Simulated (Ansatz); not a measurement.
Consider the ligand exchange at a Mg–Br bond: `C[O][Mg][Br]` + silanol → `C[O][Mg][O][SiH3]` + HBr.

Calculated with Ansatz (gas phase, PBE0-D4/def2-TZVP geometries, no zero-point term in ΔE). CCSD(T)/CBS is the MP2 limit (def2-TZVPP, def2-QZVPP) plus CCSD(T) − MP2 in def2-TZVPP, frozen cores. DFT in def2-TZVPP. B3LYP here is the variant with VWN-RPA as its local correlation; programs differ in this. HSE06 is defined as in plane-wave codes. For Br, Mg outer-core shells are correlated without core-valence functions, which leaves a few kJ/mol of doubt a bond. Scalar relativity is left out up to krypton. Each species was taken in one conformer, which may not be the lowest.

```
             level  ΔE (kJ/mol)  difference from CCSD(T)/CBS
       LDA (SPW92)         55.7                          5.3
            PBE-D4         57.2                          6.8
           BLYP-D4         48.0                         -2.4
         r2SCAN-D4         58.2                          7.8
            B97M-V         53.7                          3.3
           PBE0-D4         62.7                         12.3
          B3LYP-D4         53.6                          3.2
        r2SCANh-D4         60.0                          9.6
        r2SCAN0-D4         62.7                         12.3
          HSE06-D4         63.3                         12.9
          BHLYP-D4         60.2                          9.8
      CAM-B3LYP-D4         52.8                          2.4
           ωB97X-V         58.4                          8.0
           ωB97M-V         58.8                          8.4
            B2PLYP         54.4                          4.0
          PBE-QIDH         61.8                         11.4
               PBE         58.8                          8.4
            revPBE         59.8                          9.4
              BLYP         51.4                          1.0
            r2SCAN         58.7                          8.3
              PBE0         64.1                         13.7
             B3LYP         56.1                          5.7
           r2SCANh         60.6                         10.2
           r2SCAN0         63.3                         12.9
             HSE06         64.7                         14.3
             BHLYP         61.8                         11.4
         CAM-B3LYP         54.2                          3.8
           LC-ωPBE         58.1                          7.7
       HF/def2-SVP         55.4                          5.0
      MP2/def2-SVP         43.3                         -7.1
     CCSD/def2-SVP         42.4                         -8.0
  CCSD(T)/def2-SVP         41.3                         -9.1
     HF/def2-TZVPP         72.0                         21.6
    MP2/def2-TZVPP         51.8                          1.4
SCS-MP2/def2-TZVPP         49.7                         -0.7
   CCSD/def2-TZVPP         52.3                          1.9
SCS-MP2/def2-QZVPP         48.4                         -2.0
      HF/CBS(def2)         68.8                         18.4
     MP2/CBS(def2)         51.2                          0.8
    CCSD/CBS(def2)         51.6                          1.2
       CCSD(T)/CBS         50.4                            0
```

Largest T1 diagnostic among the species: 0.011.

Leaving LDA and LC-ωPBE aside and taking each functional with its dispersion term where it has one, the values spread over 15.3 kJ/mol, from BLYP-D4 to HSE06-D4. LDA lies −3.1 kJ/mol from PBE without D4. In def2-TZVPP, CCSD(T) changes the Hartree–Fock value by −20.9 kJ/mol (the triples alone add −1.2 kJ/mol) and MP2 by −20.2 kJ/mol.
